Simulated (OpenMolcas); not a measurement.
## How methods differ on SnH3OF (SMILES [OH][SnH2][F])

SnH3OF has 6 atoms, charge 0, and is taken as a singlet. SMILES: `[OH][SnH2][F]`. The coordinates come from a PBE0-D4/def2-TZVP relaxation. This is one conformer, not always the lowest.

```xyz
6

O    -1.4144   -0.3330   -0.4250
Sn    0.3023    0.2559    0.2837
F     1.4091   -1.3151    0.3021
H    -1.3686   -0.6857   -1.3167
H     1.0961    1.3171   -0.7821
H     0.0175    0.6967    1.8919
```

Each level gives the dipole moment (D). The values are calculated.

```csv
level,kind,program,value (D),CPU time
HF/def2-SVPD (core potential),Hartree–Fock,OpenMolcas,2.75,14 s
BLYP/def2-SVPD (core potential),GGA,OpenMolcas,2.38,43 s
PBE/def2-SVPD (core potential),GGA,OpenMolcas,2.36,42 s
TPSS/def2-SVPD (core potential),meta-GGA,OpenMolcas,2.32,53 s
r2SCAN/def2-SVPD (core potential),meta-GGA,OpenMolcas,2.43,54 s
B3LYP/def2-SVPD (core potential),global hybrid,OpenMolcas,2.51,37 s
BHLYP/def2-SVPD (core potential),global hybrid,OpenMolcas,2.65,34 s
PBE0/def2-SVPD (core potential),global hybrid,OpenMolcas,2.51,36 s
```

The values span 2.32 to 2.75 D. Magnitudes only. CPU times are rough (shared hosts, several kinds of processor): they show what a rung costs within a factor of a few.
